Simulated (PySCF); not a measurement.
Two species compared at the same levels of theory.

First species: C₅H₁₀O₂Si.
Atom-mapped SMILES: `[CH3:1][CH2:2][C:3]#[C:4][Si@H:5]([OH:6])[O:7][CH3:8]` (hydrogens: H9, H10, H11 on C1; H12, H13 on C2; H14 on Si5; H15 on O6; H16, H17, H18 on C8)

Second species: C10H6O.
InChI=1S/C10H6O/c1-2-3-4-5-7-10-8-6-9-11-10/h1,3-4,6,8-9H/b4-3-

Levels: PBE0/pcSseg-1 for dipole moment, HOMO energy, LUMO energy and HOMO–LUMO gap; GFN2-xTB for rotational constant A and rotational constant C. Geometries: GFN2-xTB. All species are isolated and taken at one optimised geometry, non-relativistic unless stated; the electronic structure was computed with PySCF and density fitting.

Dipoles, sizes and rotational constants follow the conformer. The torsions of the flexible species, by atom-mapped SMILES:
- `[CH3:1][CH2:2][C:3]#[C:4][Si@H:5]([OH:6])[O:7][CH3:8]`: C4–Si5–O7–C8 -54°, H–O6–Si5–C4 -91°

Problem. Which has the higher LUMO energy?

Solution. The first: 0.15 eV against -1.93 eV, a difference of 2.08 eV.

Problem. Which has the higher HOMO energy?

Solution. The second: -6.08 eV against -7.76 eV, a difference of 1.68 eV.

Problem. Which of the two has the higher HOMO–LUMO gap, and by how much?

Solution. The first: 7.91 eV against 4.15 eV, a difference of 3.76 eV.

Problem. Which has the higher rotational constant C?

Solution. The first: 0.649 GHz against 0.424 GHz, a difference of 0.225 GHz.

Problem. Which of the two has the higher rotational constant A, and by how much?

Solution. The second: 2.984 GHz against 2.641 GHz, a difference of 0.343 GHz.

Problem. Which has the higher dipole moment?

Solution. The first: 2.87 D against 1.22 D, a difference of 1.65 D.

On the first: In atomic units the dipole is 1.13 e·bohr (1 au = 2.5417 D).

On the second: In atomic units the dipole is 0.48 e·bohr (1 au = 2.5417 D). A dipole of 1.22 D is allowed in Cs, and pure rotational transitions are dipole-allowed.
